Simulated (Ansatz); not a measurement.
Two members of one family (Oligo(thiophene)), computed with Ansatz in the gas phase. The two geometries come from different levels. Binding counts from free atoms in the multiplicity of their measured ground term, without zero-point energy. The structures are stationary points that may keep the symmetry of their start.

First: c1csc(-c2ccc(-c3ccc(-c4ccc(-c5ccc(-c6cccs6)s5)s4)s3)s2)c1 (singlet, charge 0, PBE-D4/def2-SVP geometry).

```xyz
44

C    10.6344   -0.0469   -2.3366
C    10.7737    0.1336   -0.9722
S     9.2367    0.1993   -0.1794
C     8.3729   -0.0167   -1.6890
C     6.9288   -0.0582   -1.7376
C     6.1061   -0.2221   -2.8534
C     4.7268   -0.2150   -2.5443
C     4.4585   -0.0455   -1.1843
C     3.1899    0.0124   -0.5066
C     2.9184    0.1825    0.8528
C     1.5383    0.1886    1.1581
C     0.7181    0.0241    0.0389
C    -0.7176   -0.0200   -0.0401
C    -1.5388   -0.1855   -1.1588
C    -2.9190   -0.1796   -0.8545
C    -3.1903   -0.0093    0.5059
C    -4.4578    0.0467    1.1838
C    -4.7271    0.2162    2.5440
C    -6.1062    0.2213    2.8536
C    -6.9289    0.0575    1.7378
C    -8.3729    0.0150    1.6894
C    -9.2754    0.1318    2.7481
C   -10.6342    0.0442    2.3373
C   -10.7734   -0.1382    0.9734
S    -9.2374   -0.2039    0.1808
S    -5.9591   -0.1051    0.2877
S    -1.6939    0.1438    1.4088
S     1.6934   -0.1406   -1.4096
S     5.9578    0.1062   -0.2878
C     9.2756   -0.1323   -2.7470
H    11.4891   -0.1158   -3.0238
H    11.6944    0.2322   -0.3851
H     6.5028   -0.3443   -3.8703
H     3.9310   -0.3307   -3.2930
H     3.7126    0.2986    1.6038
H     1.1362    0.3107    2.1728
H    -1.1366   -0.3076   -2.1736
H    -3.7129   -0.2964   -1.6043
H    -3.9303    0.3319    3.2925
H    -6.5017    0.3426    3.8705
H    -8.9569    0.2758    3.7882
H   -11.4889    0.1121    3.0248
H   -11.6940   -0.2377    0.3865
H     8.9577   -0.2756   -3.7885
```

```json
{"level": "PBE-D4/def2-SVP", "HOMO (eV)": "-4.40", "LUMO (eV)": "-2.85", "gap (eV)": "1.54", "binding per atom (eV)": "5.46"}
{"level": "PBE0-D4/def2-SVP", "HOMO (eV)": "-5.14", "LUMO (eV)": "-2.37", "gap (eV)": "2.77", "binding per atom (eV)": "5.31"}
```

Second: c1csc(-c2ccc(-c3ccc(-c4ccc(-c5ccc(-c6ccc(-c7cccs7)s6)s5)s4)s3)s2)c1 (singlet, charge 0, r2SCAN-D4/def2-SVP geometry).

Cartesian coordinates in Å:
```
C 8.2553 -0.0796 8.9322
C 9.4929 0.3040 8.4684
S 9.4583 0.6705 6.7851
C 7.7556 0.3015 6.6740
C 7.0569 0.4161 5.4187
C 7.5432 0.7993 4.1753
C 6.5632 0.7980 3.1624
C 5.3033 0.4132 3.6110
C 4.0776 0.2969 2.8714
C 2.8150 -0.0862 3.3134
C 1.8384 -0.0863 2.2977
C 2.3313 0.2984 1.0538
C 1.6435 0.4167 -0.1996
C 2.1448 0.8038 -1.4399
C 1.1795 0.8068 -2.4640
C -0.0897 0.4265 -2.0318
C -1.2925 0.3239 -2.8091
C -1.4603 0.5852 -4.1676
C -2.7772 0.3841 -4.6193
C -3.6526 -0.0359 -3.6206
C -5.0530 -0.3362 -3.7142
C -5.9331 -0.7551 -2.7210
C -7.2492 -0.9562 -3.1819
C -7.4095 -0.6911 -4.5374
C -8.6114 -0.7910 -5.3277
C -9.8812 -1.1716 -4.9110
C -10.8384 -1.1588 -5.9564
C -10.3052 -0.7729 -7.1659
S -8.6252 -0.4166 -7.0322
S -5.8924 -0.1898 -5.2380
S -2.8065 -0.1797 -2.1007
S -0.0600 0.0573 -0.3253
S 4.0361 0.6624 1.1641
S 5.3537 0.0492 5.3179
C 7.2664 -0.0812 7.9162
H 8.0623 -0.3520 9.9722
H 10.4282 0.3960 9.0211
H 8.5880 1.0730 4.0124
H 6.7569 1.0705 2.1230
H 2.6156 -0.3588 4.3520
H 0.7926 -0.3582 2.4551
H 3.1924 1.0741 -1.5896
H 1.3938 1.0818 -3.4977
H -0.6422 0.9146 -4.8101
H -3.0980 0.5401 -5.6519
H -5.6177 -0.9117 -1.6861
H -8.0704 -1.2859 -2.5435
H -10.1088 -1.4506 -3.8811
H -11.8887 -1.4274 -5.8231
H -10.8032 -0.6748 -8.1299
H 6.2216 -0.3562 8.0791
```

Task: Estimate the same table for the second.

Result: 
```json
{"level": "PBE-D4/def2-SVP", "HOMO (eV)": "-4.35", "LUMO (eV)": "-2.89", "gap (eV)": "1.47", "binding per atom (eV)": "5.48"}
{"level": "PBE0-D4/def2-SVP", "HOMO (eV)": "-5.09", "LUMO (eV)": "-2.41", "gap (eV)": "2.68", "binding per atom (eV)": "5.33"}
```
